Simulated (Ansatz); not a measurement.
Breaking the B1–Br4 bond in BBrH2 (SMILES BBr) (multiplicity 1 held, fragments rigid). Energies count from the point at 1.903 Å.
Geometry at that point (charge 0, multiplicity 1):
```xyz
4

B     -0.849    -1.291     0.211
H     -0.472    -2.074     1.015
H     -1.826    -1.421    -0.443
Br     0.187     0.284    -0.047
```

Restricted levels (R-, RO-) in cc, def2 and unpolarised 6-31G sets keep to the state of the molecule at rest. U- levels take the lowest unrestricted solution at each point, which mixes spins at long bonds. Active spaces are followed from a long bond inwards. Curves can end on different states.

Frozen-core correlation. Filled d and f shells under p-block atoms count as core.

Programs: Ansatz (Gaussian basis) for Hartree–Fock, density functionals and correlated methods. Each number belongs to the level named beside it.

Energies in eV.

| R (Å) | U-HF/cc-pVTZ | R-MP2/cc-pVTZ | FIC-MRCISD on CASSCF(6,4)/cc-pVTZ | FIC-MRCISD+Q on CASSCF(6,4)/cc-pVTZ |
|---|---|---|---|---|
| 1.522 | 2.88 | 2.67 | 2.71 | 2.73 |
| 1.713 | 0.56 | 0.46 | 0.50 | 0.49 |
| 1.903 | 0.00 | 0.00 | 0.00 | 0.00 |
| 2.093 | 0.23 | 0.30 | 0.26 | 0.27 |
| 2.284 | 0.79 | 0.90 | 0.83 | 0.84 |
| 2.569 | 1.81 | 1.94 | 1.80 | 1.82 |
| 2.855 | 2.68 | 2.92 | 2.68 | 2.72 |
| 3.330 | 3.28 | 4.24 | 3.76 | 3.82 |
| 3.806 | 3.45 | 5.16 | 4.31 | 4.39 |
| 4.377 | 3.50 | 5.85 | 4.53 | 4.62 |
| 5.138 | 3.52 | 6.24 | 4.59 | 4.68 |
| 6.090 | 3.53 | 6.19 | 4.60 | 4.69 |

Doubts at one or more of the structures used: a spin-contaminated determinant (U-HF/cc-pVTZ); a restricted determinant that unrestricted orbitals would lower (R-MP2/cc-pVTZ); active orbitals that take no part (FIC-MRCISD on CASSCF(6,4)/cc-pVTZ, FIC-MRCISD+Q on CASSCF(6,4)/cc-pVTZ).

Ansatz is a first-principles code.
